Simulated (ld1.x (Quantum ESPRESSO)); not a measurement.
**Cutoff test, Ce (Z = 58), PAW**

ld1.x (Quantum ESPRESSO) 7.5 input, shortened:

```
&input
   title='Ce', zed=58., rel=1, dft='PBE', iswitch=3,
   config='[Xe] 4f1 5d1 6s2 6p0'
 /
 &inputp
   pseudotype=3, lpaw=.true., tm=.true., lloc=-1, rcloc=3.54,
   nlcc=.false.,
   which_augfun='BESSEL', rmatch_augfun=1.50
 /
8
5S  1  0   2.00   0.00  2.60  3.15  0.0
6S  2  0   2.00   0.00  2.60  3.15  0.0
5P  2  1   6.00   0.00  2.30  2.70  0.0
6P  3  1   0.00   0.00  2.30  2.70  0.0
5D  3  2   1.00   0.00  2.55  3.05  0.0
5D  3  2   0.00   1.35  2.55  3.05  0.0
4F  4  3   1.00   0.00  1.45  1.80  0.0
4F  4  3   0.00   2.70  1.45  1.80  0.0
 &test
   configts(1)='4f1 5s2 5p6 5d1 6s2 6p0'
 /
```

The pseudo-atom Hamiltonian at the reference potential is diagonalised in spherical Bessel functions j_l(qr) that vanish at 20 bohr, with q² up to the cutoff. All-electron valence levels (Ry): 5s -2.9833, 6s -0.2752, 5p -1.7070, 6p -0.0991, 5d -0.2248, 4f -0.3955.

Task: How do the lowest levels (Ry) of each channel move with the cutoff, and are there ghosts?

Result:

```json
{"cutoff (Ry)": "8", "s #1": "-2.9830", "s #2": "-0.2685", "p #1": "-1.6980", "p #2": "-0.0852", "p #3": "0.0500", "d #1": "-0.2218", "d #2": "0.0409", "f #1": "0.0904", "f #2": "0.1967", "Σ f·Δε (mRy)": "557.6"}
{"cutoff (Ry)": "12", "s #1": "-2.9833", "s #2": "-0.2751", "p #1": "-1.7066", "p #2": "-0.0933", "p #3": "0.0469", "d #1": "-0.2248", "d #2": "0.0404", "f #1": "0.0903", "f #2": "0.1966", "Σ f·Δε (mRy)": "489.1"}
{"cutoff (Ry)": "15", "s #1": "-2.9833", "s #2": "-0.2752", "p #1": "-1.7067", "p #2": "-0.0982", "p #3": "0.0451", "d #1": "-0.2248", "d #2": "0.0403", "f #1": "0.0903", "f #2": "0.1963", "Σ f·Δε (mRy)": "488.2"}
{"cutoff (Ry)": "21", "s #1": "-2.9833", "s #2": "-0.2754", "p #1": "-1.7070", "p #2": "-0.0991", "p #3": "0.0447", "d #1": "-0.2249", "d #2": "0.0403", "f #1": "0.0118", "f #2": "0.0912", "Σ f·Δε (mRy)": "407.6"}
{"cutoff (Ry)": "30", "s #1": "-2.9833", "s #2": "-0.2754", "p #1": "-1.7070", "p #2": "-0.0992", "p #3": "0.0447", "d #1": "-0.2250", "d #2": "0.0403", "f #1": "-0.3578", "f #2": "0.0905", "Σ f·Δε (mRy)": "37.8"}
{"cutoff (Ry)": "40", "s #1": "-2.9833", "s #2": "-0.2754", "p #1": "-1.7070", "p #2": "-0.0992", "p #3": "0.0447", "d #1": "-0.2250", "d #2": "0.0403", "f #1": "-0.3936", "f #2": "0.0905", "Σ f·Δε (mRy)": "1.9"}
{"cutoff (Ry)": "45", "s #1": "-2.9833", "s #2": "-0.2754", "p #1": "-1.7070", "p #2": "-0.0992", "p #3": "0.0447", "d #1": "-0.2250", "d #2": "0.0403", "f #1": "-0.3947", "f #2": "0.0905", "Σ f·Δε (mRy)": "0.8"}
{"cutoff (Ry)": "55", "s #1": "-2.9833", "s #2": "-0.2754", "p #1": "-1.7070", "p #2": "-0.0992", "p #3": "0.0447", "d #1": "-0.2250", "d #2": "0.0403", "f #1": "-0.3950", "f #2": "0.0905", "Σ f·Δε (mRy)": "0.6"}
{"cutoff (Ry)": "400", "s #1": "-2.9833", "s #2": "-0.2754", "p #1": "-1.7070", "p #2": "-0.0992", "p #3": "0.0447", "d #1": "-0.2250", "d #2": "0.0403", "f #1": "-0.3956", "f #2": "0.0905", "Σ f·Δε (mRy)": "0.0"}
```

Result: no extra level below or beside the all-electron valence levels (s, p, d, f tested); 10 mRy is reached at 35 Ry and 1 mRy at 45 Ry.

Test run stopped at test 1 of 7 (negative rho).
